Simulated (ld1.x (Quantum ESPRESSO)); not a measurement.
# Which change was made? (Tm, ultrasoft)

Tm, ultrasoft, made with ld1.x (Quantum ESPRESSO) 7.5 (PBEsol, scalar-relativistic). Core [Kr] 4d10, reference 4f13 5s2 5p6 5d0 6s1.5 6p0.5. Waves: 5s (bound): rcut 1.60, rcutus 1.70 bohr; 6s (bound): rcut 1.60, rcutus 1.70 bohr; 5p (bound): rcut 2.15, rcutus 2.40 bohr; 6p (bound): rcut 2.15, rcutus 2.40 bohr; 5d (bound, empty): rcut 3.40, rcutus 3.65 bohr; 5d channel at 1.4 Ry: rcut 3.40, rcutus 3.65 bohr; 4f (bound): rcut 1.10, rcutus 1.40 bohr; 4f channel at 2.7 Ry: rcut 1.10, rcutus 1.40 bohr. Local part: all-electron potential smoothed inside 2.65 bohr (lloc = -2). Core correction: a·sin(br)/r model core inside 1.45 bohr. Augmentation charge: PSQ, radius 0.95 bohr.

Cutoffs, loose and tight: the cutoffs (Ry, on a coarse ladder) from which the occupation-weighted sum of valence levels, in a spherical-Bessel basis at the reference potential, stays within 10 and 1 mRy of its value at 400 Ry. They do not see the model core or the augmentation charge, which bear on the density cutoff. Test errors are all-electron minus pseudo excitation energies from the reference, over the configurations 4f13 5s2 5p6 5d0 6s2 6p0; 4f13 5s2 5p6 5d0 6s1 6p0; 4f13 5s2 5p6 5d0 6s0 6p0; 4f13 5s2 5p6 5d0 6s1 6p1; 4f12 5s2 5p6 5d0 6s2 6p0; 4f11 5s2 5p6 5d0 6s0 6p0; 4f13 5s2 5p6 5d0 6s1.5 6p0; variants that change the core or the reference have their own tests. The largest error is taken over the tests solved by every variant that gives reliable tests at all, those not shown here included: 4f13 5s2 5p6 5d0 6s0 6p0; 4f13 5s2 5p6 5d0 6s1 6p0; 4f13 5s2 5p6 5d0 6s1 6p1; 4f13 5s2 5p6 5d0 6s2 6p0.

The base gives: outcome: generated; cutoff, loose: 100 Ry; cutoff, tight: 160 Ry; bound ghosts: none; largest test error (meV): -6.0.

Question: After one change the result is: outcome: generated; cutoff, loose: 80 Ry; cutoff, tight: 140 Ry; bound ghosts: none; largest test error (meV): -6.4. Which change was it?
A. waves 4f (bound): rcut 1.10, rcutus 1.52 bohr; 4f channel at 2.7 Ry: rcut 1.10, rcutus 1.52 bohr
B. augmentation built from norm-conserving waves at rcut, not smoothed further
C. all radii but the core radius scaled by about 1.28 (s 2.18, p 3.08, d 4.66, f 1.80 bohr, rcut 2.04/2.76/4.34/1.40); local potential all-electron potential smoothed inside 3.38 bohr (lloc = -2); augmentation PSQ, radius 1.22 bohr

Answer: A. The others give: augmentation built from norm-conserving waves at rcut, not smoothed further → outcome: failed: run_pseudo: Errors in PS-KS equation | all radii but the core radius scaled by about 1.28 (s 2.18, p 3.08, d 4.66, f 1.80 bohr, rcut 2.04/2.76/4.34/1.40); local potential all-electron potential smoothed inside 3.38 bohr (lloc = -2); augmentation PSQ, radius 1.22 bohr → outcome: generated; cutoff, loose: 45 Ry; cutoff, tight: 70 Ry; bound ghosts: none; largest test error (meV): test run stopped at test 1 of 7 (negative rho).
